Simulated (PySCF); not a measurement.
Predicted microwave data (PBE0/def2-SVPD in PySCF (dipole) on a GFN2-xTB geometry, gas phase) for one isomer of C5H6ClF:

```
Rotational constants : A = 2780, B = 1790, C = 1214 MHz
Dipole components    : |μa| = 1.17 D, |μb| = 1.47 D, |μc| = 0.06 D
Inertial defect      : -47.69 u·Å²
κ                    : -0.26
```

Question: Which candidate fits, each taken in the one conformer that was computed?
A. `[CH2:1]=[C:2]([Cl:3])/[CH:4]=[C:5](/[CH3:6])[F:7]` with C1–C2–C4–C5 180°
B. `[F:1][CH2:2][C@H:3]1[CH2:4]/[C:5]1=[CH:6]/[Cl:7]` with F1–C2–C3–C4 86°
C. `F[C@@H]1[C@@H](Cl)C12CC2`
D. `F[C@@H]1C[C@@]12C[C@H]2Cl`

Answer: C. It is F[C@@H]1[C@@H](Cl)C12CC2, an asymmetric top, point group C1. The candidates at the same level (rigid rotor, commonest isotopes):

| SMILES | A (MHz) | B (MHz) | C (MHz) | μa (D) | μb (D) | μc (D) | Δ (u·Å²) | point group | rotor |
| --- | --- | --- | --- | --- | --- | --- | --- | --- | --- |
| FC[C@H]1C/C1=C/Cl | 4263 | 1053 | 877.9 | 0.40 | 1.55 | 0.39 | -22.68 | C1 | asymmetric top |
| F[C@@H]1[C@@H](Cl)C12CC2 | 2780 | 1790 | 1214 | 1.17 | 1.47 | 0.06 | -47.69 | C1 | asymmetric top |
| C=C(Cl)/C=C(/C)F | 3853 | 1477 | 1075 | 1.70 | 2.50 | 0.00 | -3.12 | Cs | asymmetric top |
| F[C@@H]1C[C@@]12C[C@H]2Cl | 3360 | 1704 | 1269 | 1.42 | 3.06 | 0.06 | -48.53 | C1 | asymmetric top |

`C=C(Cl)/C=C(/C)F` has A 39 % too high; `FC[C@H]1C/C1=C/Cl` has A 53 % too high; `F[C@@H]1C[C@@]12C[C@H]2Cl` has A 21 % too high. No structure here is proved a minimum.
